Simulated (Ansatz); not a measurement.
Cl4Zr, SMILES [Cl][Zr]([Cl])([Cl])[Cl] (connectivity only; charge and spin as stated), charge +1, multiplicity 2.

Geometry optimised at B3LYP-D3(BJ)/def2-SVP. A frequency run showed that this geometry is not a minimum. The spin state was assumed, not searched. The isomer is the one that the SMILES or the coordinates give; other isomers of the formula were not compared. The def2 effective core potentials stand for the cores of Zr; spin–orbit coupling is left out.

Two levels are set side by side: PBE/def2-SVPD (Ansatz, an electronic-structure program) and PBE0/def2-SVPD (Ansatz). Energy differences of separate SCF runs at the same geometry; the states with an electron removed or added have multiplicity 3 and 1. Differences are taken from unrounded values.

| quantity | PBE0 |
|---|---|
| vertical ionisation energy (eV) | 16.38 |
| vertical electron affinity (eV) | 11.58 |

What does PBE give, and how far is it from PBE0? (The exact figures need the calculation; the answer reports its results.)


| quantity | PBE | PBE minus PBE0 |
|---|---|---|
| vertical ionisation energy (eV) | 16.11 | -0.27 |
| vertical electron affinity (eV) | 10.94 | -0.65 |
